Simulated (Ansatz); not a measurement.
Computed with Ansatz on PBE0-D4/def2-TZVP structures; ΔE is electronic, products minus reactants. CBS: MP2 limit from def2 TZ/QZ plus the TZ coupled-cluster correction, frozen cores. This one scheme is used for every species. Functionals use def2-TZVPP. One conformer a species, not always the lowest.

Consider the formal exchange of groups at the Si–Al bond: `O[SiH2][AlH][F]` + `C=C` → `C=C[SiH2]O` + `[F][AlH2]`.

| level | ΔE (kcal/mol) | difference from CCSD(T)/CBS |
| --- | --- | --- |
| r2SCAN-D4 | -2.8 | 0.7 |
| PBE0-D4 | -1.3 | 2.2 |
| r2SCANh-D4 | -3.0 | 0.5 |
| BHLYP-D4 | -3.9 | -0.4 |
| CAM-B3LYP-D4 | -3.9 | -0.4 |
| r2SCAN | -2.6 | 0.9 |
| CAM-B3LYP | -3.5 | 0.0 |
| HF/def2-TZVPP | -4.7 | -1.2 |
| SCS-MP2/def2-TZVPP | -5.5 | -2.0 |
| CCSD/CBS(def2) | -3.5 | 0.0 |
| CCSD(T)/CBS | -3.5 | 0 |

Largest T1 diagnostic among the species: 0.013.

The D4 term adds −0.9 kcal/mol with B3LYP and −0.5 kcal/mol with PBE0; it sums over pairs of atoms, weighted by their polarisabilities, and B3LYP, whose exchange is more repulsive, gets the larger term. From BLYP to BHLYP (50 % exact exchange), in def2-TZVPP and without D4, ΔE moves by −2.5 kcal/mol.

B3LYP here is the variant with VWN-RPA as its local correlation; programs differ in this.
